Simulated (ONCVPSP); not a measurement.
**Ga (Z = 31), ONCV: configuration errors across variants**

ONCVPSP 4.0.1 input, shortened (lines: element, Z, core and valence counts, functional; n l f; lmax; l rc ep ncon nbas qcut; lloc lpopt rc5 dvloc0; l nproj debl; icmod fcfact rcfact), BLYP, scalar-relativistic:

```
  Ga 31.00    4    4  -106131      upf
    1    0    2.00
    2    0    2.00
    2    1    6.00
    3    0    2.00
    3    1    6.00
    3    2   10.00
    4    0    2.00
    4    1    1.00
    3
    0    1.70    0.00    4    9    2.90
    1    1.20    0.00    4    9    9.80
    2    0.95    0.00    5    9   15.30
    3    1.85    0.04    4    8    7.00
    4    4    0.90    1.00
    0    2    1.60
    1    3    2.40
    2    2    2.70
    3    2    2.50
    2    0.20    1.15
```

All-electron excitation energies from the reference (eV): (1) 3p6 3d10 4s2 4p0 5.669; (2) 3p6 3d10 4s1 4p0 26.908; (3) 3p6 3d10 4s2 4p0.5 2.007.

1 further variants failed, have other tests or too few solved ones, and are left out.

A true bound ghost makes a file unfit for plane-wave use even where its test errors are small: the radial tests pick states by their node count and pass the ghost by.

Errors AE − PS in meV (a dash: test not solved or not reliable):

```tsv
change	(1)	(2)	(3)	bound ghosts	GHOST(+) flags above zero
base	-0.2	-4.9	-0.1	none	s
p: debl 1.7	-0.2	-4.9	-0.1	none	s
local potential polynomial inside 0.70 bohr (lpopt 5, dvloc0 6 Ha)	-0.1	-5.2	-0.1	s	none
core correction none	-0.2	-4.9	-0.1	none	s
```

Give the same row for: s: qcut 2.2; p: qcut 7.6; d: qcut 11.9; f: qcut 5.4.

-0.2, -4.0, -0.1; bound ghosts: none; GHOST(+) flags above zero: s, p.
